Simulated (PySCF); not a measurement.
## Two-component Hartree-Fock for Au⁴⁺ (gold, charge +4)

Start: [Xe] 4f14 5d7; 5d3/2 filled at m_j = -3/2, -1/2, +1/2, +3/2; 5d5/2 filled at m_j = +1/2, +3/2, +5/2. Calculated with PySCF 2.14 in x2c-TZVPall-2c: generalised Hartree-Fock with the X2C-1e Hamiltonian and a Gaussian nucleus; one run each with spin-orbit coupling (SO) switched off, then screened by Boettger's factors.

| spinor shell | electrons | ε, spin-free (eV) | ε, screened SO (eV) | weight of nominal j (screened SO) | rms radius, screened SO (bohr) |
| --- | --- | --- | --- | --- | --- |
| 1s1/2 | 2 | -81230.4 | -81198.8 | 1.000 | 0.0190 |
| 2s1/2 | 2 | -14528.8 | -14518.6 | 1.000 | 0.0768 |
| 2p1/2 | 2 | -12579.6 | -13901.2 | 1.000 | 0.0651 |
| 2p3/2 | 4 | -12579.6 | -12060.0 | 1.000 | 0.0731 |
| 3s1/2 | 2 | -3538.6 | -3535.1 | 1.000 | 0.196 |
| 3p1/2 | 2 | -2964.3 | -3258.4 | 1.000 | 0.188 |
| 3p3/2 | 4 | -2964.3 | -2846.0 | 1.000 | 0.204 |
| 3d3/2 | 4 | -2340.9 | -2392.0 | 1.000 | 0.179 |
| 3d5/2 | 6 | -2340.9 | -2303.7 | 1.000 | 0.183 |
| 4s1/2 | 2 | -846.43 | -845.12 | 1.000 | 0.433 |
| 4p1/2 | 2 | -654.91 | -726.12 | 1.000 | 0.437 |
| 4p3/2 | 4 | -654.91 | -625.74 | 1.000 | 0.471 |
| 4d3/2 | 4 | -419.70 | -430.77 | 1.000 | 0.485 |
| 4d5/2 | 6 | -419.70 | -411.10 | 1.000 | 0.497 |
| 5s1/2 | 2 | -179.72 | -179.37 | 1.000 | 0.990 |
| 4f5/2 | 6 | -156.79 | -158.36 | 0.996 | 0.543 |
| 4f7/2 | 8 | -156.79 | -154.34 | 0.997 | 0.544 |
| 5p1/2 | 2 | -125.42 | -139.53 | 0.989 | 1.07 |
| 5p3/2 | 4 | -125.42 | -119.31 | 0.995 | 1.15 |
| 5d3/2 | 4 | -62.778 | -63.928 | 0.803 | 1.45 |
| 5d5/2 | 3 | -62.778 | -61.359 | 0.792 | 1.49 |

```json
{"quantity": "E (hartree)", "spin-free": "-18993.63623", "screened SO": "-19023.13221"}
{"quantity": "M_J", "spin-free": "9/2", "screened SO": "9/2"}
{"quantity": "⟨J²⟩", "spin-free": "24.756", "screened SO": "24.758"}
{"quantity": "⟨L²⟩", "spin-free": "12.005", "screened SO": "13.527"}
{"quantity": "⟨S²⟩", "spin-free": "3.752", "screened SO": "3.426"}
```

Each row is a mean over spinors that exchange with the open shell spreads, by up to 8.599 eV (5p3/2).

Rows whose weight is well below 1 are mixtures of j = l ± 1/2: exchange outweighs spin-orbit coupling there, and the label is only the starting occupation.

Breit and QED terms are absent; they matter most for the inner s and p1/2 levels.

Densities and radii are taken from the X2C orbitals without a picture-change correction, which distorts them close to the nucleus.

Without spin-orbit coupling the j labels of p, d and f shells carry no meaning; the spin-free column gives the mean over the occupied spinors of each nl shell.
